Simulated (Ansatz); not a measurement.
MgSe₂⁻ (the lowest doublet isomer of a short search), 3 atoms. Hardware: 4 threads of Arm Neoverse V1 on a shared host.

Correlated methods freeze 19 core orbitals; core or outer-core shells of Mg, Se are correlated, in sets that lack core-valence functions.

Question: How many basis functions does each of these Ansatz runs have, and roughly what does it cost? PBE0-D4/def2-TZVPD, charge -1 doublet, relaxation, 3 steps; PBE0-D4/def2-TZVPD, charge 0 triplet at the geometry of the charge -1 doublet, energy; PBE-D4/def2-TZVPD, charge -1 doublet, energy, from earlier orbitals; LC-ωPBE/def2-TZVPD, charge -1 doublet, energy, from earlier orbitals; PBE-D4/def2-SVPD, charge -1 doublet, energy, from earlier orbitals; r2SCAN-D4/def2-TZVPD, charge -1 quartet, energy, from earlier orbitals; PBE0-D4/def2-SVP, charge 0 singlet at the geometry of the charge -1 doublet, energy with a search over starts; LDA (SPW92)/def2-TZVPD, charge -1 quartet, energy, from earlier orbitals; B97M-V/def2-TZVPD, charge -1 quartet, energy, from earlier orbitals; r2SCAN-D4/def2-TZVPD, charge -1 doublet, energy, from earlier orbitals; RPA@PBE/def2-TZVPD, charge -1 quartet, energy, from earlier orbitals; PBE-D4/def2-TZVPD, charge 0 triplet at the geometry of the charge -1 doublet, energy, from earlier orbitals.

Answer: Other jobs shared the machine, so times can vary by a factor of up to 3. A dash marks memory too small to be measured apart from the calling script's.

```tsv
run	functions	fitting or Cholesky vectors	wall time	peak host memory (GiB)
LDA (SPW92)/def2-TZVPD, charge -1 quartet, energy, from earlier orbitals	149	1154	1.9 s	–
PBE-D4/def2-TZVPD, charge -1 doublet, energy, from earlier orbitals	149	1154	6.5 s	–
PBE-D4/def2-SVPD, charge -1 doublet, energy, from earlier orbitals	103	1110	7 s	–
RPA@PBE/def2-TZVPD, charge -1 quartet, energy, from earlier orbitals	149	1028	8 s	–
PBE0-D4/def2-TZVPD, charge -1 doublet, relaxation, 3 steps	149	1105	10 s	–
PBE-D4/def2-TZVPD, charge 0 triplet at the geometry of the charge -1 doublet, energy, from earlier orbitals	149	1154	12 s	–
PBE0-D4/def2-SVP, charge 0 singlet at the geometry of the charge -1 doublet, energy with a search over starts	82	758	15 s	–
LC-ωPBE/def2-TZVPD, charge -1 doublet, energy, from earlier orbitals	149	1154	17 s	0.55
r2SCAN-D4/def2-TZVPD, charge -1 quartet, energy, from earlier orbitals	149	1154	19 s	–
PBE0-D4/def2-TZVPD, charge 0 triplet at the geometry of the charge -1 doublet, energy	149	1032	23 s	0.71
r2SCAN-D4/def2-TZVPD, charge -1 doublet, energy, from earlier orbitals	149	1154	29 s	–
B97M-V/def2-TZVPD, charge -1 quartet, energy, from earlier orbitals	149	1154	31 s	0.56
```
